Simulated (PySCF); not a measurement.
A series of derivatives of BSC

Parent skeleton `[BH2:1][S:2][CH3:3]`; one hydrogen on atom 1 is replaced by X. Hydrogens on one atom are averaged.

Theoretical values (PySCF): geometry: PBE0-D3(BJ)/def2-SVP, shielding tensors at PBE0/pcSseg-1 (GIAO). A single conformation, one averaged value for each set of equivalent atoms, non-relativistic, in vacuum.

Shifts are taken against calculated references (same method and geometry level): BF3·OEt2 for 11B; CS2 for 33S; 13C and 1H against TMS.

Parent (X = H): B1 67.9, S2 125.6, C3 25.8, H(B1) 6.89, H(C3) 2.46 ppm. Effects are Δδ = δ(X) − δ(H), positive for deshielding.

(1) Order these by the shift of H(B1), most shielded first.
A. X = cPent
B. X = NHCH3
C. X = OCHF2

(2) Order these by the shift of C3, most shielded first.
A. X = OCHF2
B. X = NHCH3
C. X = NHSiH3

(3) Order these by the shift of B1, most shielded first.
A. X = NHSiH3
B. X = cPent
C. X = NHCH3
D. X = OCHF2

## Answers

(1) B (-1.62 ppm), C (-1.36 ppm), A (-0.24 ppm).

(2) A (-12.6 ppm), B (-9.3 ppm), C (-6.7 ppm).

(3) C (-26.8 ppm), D (-23.0 ppm), A (-21.2 ppm), B (+3.5 ppm).
